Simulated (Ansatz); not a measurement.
A correction line for r2SCAN0-D4/def2-TZVPP: atomisation energy

The atomisation energy (no zero-point term) in kJ/mol of 7 Si-containing radicals: x at r2SCAN0-D4/def2-TZVPP, y at CCSD(T)/CBS estimate. Shapes, held fixed at every level: PBE0-D4/def2-TZVP. Flexible molecules stand in one conformer, not always the lowest. Programs: Ansatz 0.2.0.

```
                     molecule  x (kJ/mol)  y (kJ/mol)
                 SiH2(SiH2)Cl        1915        1913
                    SiH2(CH3)        2226        2224
                   SiH(CH3)Cl        2300        2295
                    SiH2(CF3)        2312        2355
Si2H5O (SMILES [SiH2]O[SiH3])        2484           ?
                    SiH(NH2)2        2540        2592
                 SiH(CH3)(OH)        2781        2809
```

Q: Fit y = c + s·x to the known rows and predict y for Si2H5O.

A: 
1. Means of the 6 rows: x = 2345.67, y = 2364.7.
2. Σ(Δx)² = 430293, Σ(Δx·Δy) = 452469, so the slope is 452469/430293 = 1.0515.
3. Intercept: 2364.7 − (1.0515) × 2345.67 = -101.8. The largest residual of the fit is 26.
4. Si2H5O: -101.8 + 1.0515 × 2484 = 2510 kJ/mol.

CCSD(T)/CBS estimate gives 2516 kJ/mol, so the prediction is off by -6 kJ/mol, within the largest residual. Uncorrected, r2SCAN0-D4/def2-TZVPP misses Si2H5O by -32 kJ/mol, and the other rows by 22 on average. The line removes about 80 % of this miss, partly by chance. Left out in turn, the other rows are missed by 24 kJ/mol on average, worse than no correction. Open shells run unrestricted. The CBS estimate extrapolates MP2 from def2-TZVPP and def2-QZVPP and adds CCSD(T) − MP2 in the triple-zeta set, cores frozen.
